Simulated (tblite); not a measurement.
C5H9NSeSi.
Atom-mapped SMILES: `[CH3:1][Se:2][SiH2:3][C@@H:4]1[CH2:5][C@H:6]1[C:7]#[N:8]` (hydrogens: H9, H10, H11 on C1; H12, H13 on Si3; H14 on C4; H15, H16 on C5; H17 on C6)

Computed with GFN2-xTB (tblite), gas phase: L-BFGS steps from a force-field or distance-geometry start until the largest atomic force falls under 0.01 eV/Å.

Step 57: E = -627.9787 eV
```
atom  x, y, z in Å  |  force x, y, z in eV/Å
C1      3.4930   -0.1548    0.3378    0.014   0.001   0.010
Se2     1.7656    0.4914    0.9728   -0.001  -0.005  -0.021
Si3     0.5455   -0.1206   -0.8526    0.004  -0.004  -0.024
C4     -1.1899    0.5819   -0.6505   -0.015  -0.019   0.000
C5     -1.5325    1.5852    0.4016    0.021   0.008  -0.005
C6     -2.0040    0.1665    0.5600   -0.015   0.012   0.011
C7     -3.3809   -0.1086    0.3602   -0.037  -0.007   0.003
N8     -4.4925   -0.3112    0.1708    0.047  -0.012   0.015
H9      4.2505    0.2262    1.0167   -0.008  -0.008   0.009
H10     3.5016   -1.2412    0.3461   -0.022   0.013  -0.016
H11     3.6705    0.2230   -0.6654   -0.016  -0.007   0.019
H12     1.1785    0.4396   -2.0479    0.011   0.020  -0.007
H13     0.4894   -1.5833   -0.9561    0.008   0.012   0.024
H14    -1.7550    0.6534   -1.5714   -0.012   0.010  -0.007
H15    -0.7498    1.9166    1.0716    0.021   0.001   0.015
H16    -2.2692    2.3442    0.1789    0.011  -0.016  -0.019
H17    -1.5279   -0.4468    1.3175   -0.011   0.001  -0.007
```

Step 58: E = -627.9790 eV
```
atom  x, y, z in Å  |  force x, y, z in eV/Å
C1      3.4929   -0.1561    0.3387    0.033  -0.006  -0.002
Se2     1.7681    0.4950    0.9709   -0.020   0.003  -0.007
Si3     0.5461   -0.1185   -0.8521    0.005  -0.012  -0.035
C4     -1.1901    0.5816   -0.6505   -0.010  -0.004  -0.002
C5     -1.5339    1.5865    0.4000    0.020   0.009  -0.006
C6     -2.0035    0.1674    0.5597   -0.023   0.017   0.027
C7     -3.3798   -0.1106    0.3607   -0.061  -0.012   0.001
N8     -4.4912   -0.3166    0.1728    0.062  -0.008   0.016
H9      4.2508    0.2180    1.0209   -0.008  -0.008   0.011
H10     3.4970   -1.2424    0.3404   -0.023   0.002  -0.006
H11     3.6757    0.2240   -0.6626   -0.016   0.005   0.010
H12     1.1758    0.4426   -2.0487    0.012   0.018  -0.007
H13     0.4910   -1.5817   -0.9554    0.009   0.018   0.025
H14    -1.7558    0.6516   -1.5709   -0.012   0.009  -0.016
H15    -0.7513    1.9183    1.0703    0.016   0.004   0.011
H16    -2.2713    2.3451    0.1766    0.022  -0.025  -0.018
H17    -1.5274   -0.4426    1.3194   -0.005  -0.010  -0.002
```

Problem. Estimate the geometry and energy of step 59. (The exact step hangs on the optimiser's Hessian estimate; all steps are aligned on step 58, rigid shifts and turns removed.)

Solution. E = -627.9794 eV, largest force 0.074 eV/Å
```
atom  x, y, z in Å  |  force x, y, z in eV/Å
C1      3.4931   -0.1589    0.3395    0.045  -0.014  -0.015
Se2     1.7723    0.5013    0.9683   -0.041   0.010   0.008
Si3     0.5474   -0.1149   -0.8514    0.001  -0.013  -0.043
C4     -1.1904    0.5810   -0.6498   -0.003   0.015  -0.006
C5     -1.5360    1.5891    0.3974    0.016   0.005  -0.005
C6     -2.0035    0.1695    0.5604   -0.024   0.018   0.038
C7     -3.3785   -0.1143    0.3618   -0.073  -0.013   0.003
N8     -4.4889   -0.3268    0.1755    0.065  -0.004   0.015
H9      4.2518    0.2032    1.0272   -0.009  -0.009   0.011
H10     3.4883   -1.2448    0.3303   -0.024  -0.011   0.009
H11     3.6831    0.2260   -0.6582   -0.011   0.021  -0.002
H12     1.1723    0.4477   -2.0499    0.014   0.016  -0.007
H13     0.4946   -1.5783   -0.9537    0.011   0.019   0.025
H14    -1.7564    0.6490   -1.5700   -0.011   0.005  -0.023
H15    -0.7543    1.9224    1.0683    0.007   0.007   0.002
H16    -2.2752    2.3458    0.1715    0.034  -0.029  -0.015
H17    -1.5266   -0.4356    1.3229    0.001  -0.022   0.006
```

The energy changes by -0.0005 eV. The first-order estimate −F·Δx gives -0.0006 eV and the mean of the old and new forces, exact on a quadratic surface, -0.0004 eV. The step makes an angle of 82° with the force vector and moves no atom by more than 0.016 Å.

What follows is the cost of the whole relaxation. Hardware: Arm Neoverse V1, one thread, shared host with 32 logical CPUs at a one-minute load of 32. Cost: 1.2 s wall.
